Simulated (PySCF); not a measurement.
C₃H₆, triplet, geometry from GFN2-xTB (a higher spin typed on purpose: for a closed-shell molecule this is an excited state); B3LYP/6-311G** (PySCF).

Here is a job for PySCF.
```python
from pyscf import gto, scf, dft

mol = gto.M(
    atom='''
C    -1.24187033    0.00174507   -0.18325915
C     0.09492014    0.16223216    0.45756215
C     1.32427201   -0.13788396   -0.19693494
H    -1.81105722   -0.80351350    0.29391188
H    -1.83605872    0.91280135   -0.07560257
H    -1.13833454   -0.23077502   -1.24019219
H     0.09538128    0.48565822    1.49211885
H     1.86967721    0.60755469   -0.75717094
H     1.75646099   -1.12828528   -0.17727343
''',
    basis='6-311g**',
    spin=2,
    verbose=4,
)

mf = dft.UKS(mol)
mf.xc = 'b3lyp'
mf.level_shift = 0.1
mf.max_cycle = 100
mf.kernel()
```

It wrote (shortened):

```
PySCF version 2.14.0

[INPUT] verbose = 4
[INPUT] num. atoms = 9
[INPUT] num. electrons = 24
[INPUT] charge = 0
[INPUT] spin (= nelec alpha-beta = 2S) = 2
[INPUT] symmetry False subgroup None
[INPUT] Mole.unit = angstrom
[INPUT] Symbol           X                Y                Z      unit          X                Y                Z       unit  Magmom
[INPUT]  1 C     -1.241870330000   0.001745070000  -0.183259150000 AA   -2.346794805923   0.003297704368  -0.346309603321 Bohr   0.0
[INPUT]  2 C      0.094920140000   0.162232160000   0.457562150000 AA    0.179373068305   0.306574350997   0.864667148467 Bohr   0.0
[INPUT]  3 C      1.324272010000  -0.137883960000  -0.196934940000 AA    2.502511413327  -0.260562921370  -0.372153100958 Bohr   0.0
[INPUT]  4 H     -1.811057220000  -0.803513500000   0.293911880000 AA   -3.422402141716  -1.518420452391   0.555412957956 Bohr   0.0
[INPUT]  5 H     -1.836058720000   0.912801350000  -0.075602570000 AA   -3.469648129419   1.724944557633  -0.142868151613 Bohr   0.0
[INPUT]  6 H     -1.138334540000  -0.230775020000  -1.240192190000 AA   -2.151140518733  -0.436101584191  -2.343623580925 Bohr   0.0
[INPUT]  7 H      0.095381280000   0.485658220000   1.492118850000 AA    0.180244496610   0.917761025944   2.819695971801 Bohr   0.0
[INPUT]  8 H      1.869677210000   0.607554690000  -0.757170940000 AA    3.533177868241   1.148111969795  -1.430845706079 Bohr   0.0
[INPUT]  9 H      1.756460990000  -1.128285280000  -0.177273430000 AA    3.319230219582  -2.132150169578  -0.334998231862 Bohr   0.0

nuclear repulsion = 69.4483746358776
number of shells = 48
number of NR pGTOs = 141
number of NR cGTOs = 90
basis = 6-311g**
ecp = {}

******** <class 'pyscf.dft.uks.UKS'> ********
method = UKS
initial guess = minao
damping factor = 0
level_shift factor = 0.1
DIIS = <class 'pyscf.scf.diis.CDIIS'>
diis_start_cycle = 1
diis_space = 8
diis_damp = 0
SCF conv_tol = 1e-09
SCF conv_tol_grad = None
SCF max_cycles = 100
direct_scf = True
direct_scf_tol = 1e-13
number electrons alpha = 13  beta = 11
XC library pyscf.dft.libxc version 7.1.2
    S. Lehtola, C. Steigemann, M. J. T. Oliveira, and M. A. L. Marques,  SoftwareX 7, 1–5 (2018)
XC functionals = b3lyp
    P. J. Stephens, F. J. Devlin, C. F. Chabalowski, and M. J. Frisch,  J. Phys. Chem. 98, 11623 (1994)
radial grids:
    Treutler-Ahlrichs [JCP 102, 346 (1995); DOI:10.1063/1.469408] (M4) radial grids

becke partition: Becke, JCP 88, 2547 (1988); DOI:10.1063/1.454033
pruning grids: <function nwchem_prune>
grids dens level: 3
symmetrized grids: False
atomic radii adjust function: <function treutler_atomic_radii_adjust>
small_rho_cutoff = 0
Set gradient conv threshold to 3.16228e-05
tot grids = 101208
init E= -117.904479758048

cycle= 1 E= -117.820289931081  delta_E= 0.0842  |g|= 0.175  |ddm|= 1.56
cycle= 2 E= -117.829251322574  delta_E= -0.00896  |g|= 0.141  |ddm|= 0.255
cycle= 3 E= -117.839622114951  delta_E= -0.0104  |g|= 0.013  |ddm|= 0.0956
cycle= 4 E= -117.839790009847  delta_E= -0.000168  |g|= 0.00753  |ddm|= 0.0255
cycle= 5 E= -117.839829547246  delta_E= -3.95e-05  |g|= 0.00243  |ddm|= 0.00795
cycle= 6 E= -117.839835922764  delta_E= -6.38e-06  |g|= 0.000685  |ddm|= 0.00378
cycle= 7 E= -117.839836626108  delta_E= -7.03e-07  |g|= 0.000285  |ddm|= 0.00143
cycle= 8 E= -117.839836709787  delta_E= -8.37e-08  |g|= 9.42e-05  |ddm|= 0.000492
cycle= 9 E= -117.839836717602  delta_E= -7.82e-09  |g|= 1.94e-05  |ddm|= 0.000144
cycle= 10 E= -117.839836718219  delta_E= -6.17e-10  |g|= 5.26e-06  |ddm|= 4.81e-05
Extra cycle  E= -117.839836718271  delta_E= -5.28e-11  |g|= 2.02e-06  |ddm|= 1.81e-05
converged SCF energy = -117.839836718271  <S^2> = 2.0042591  2S+1 = 3.0028381
```
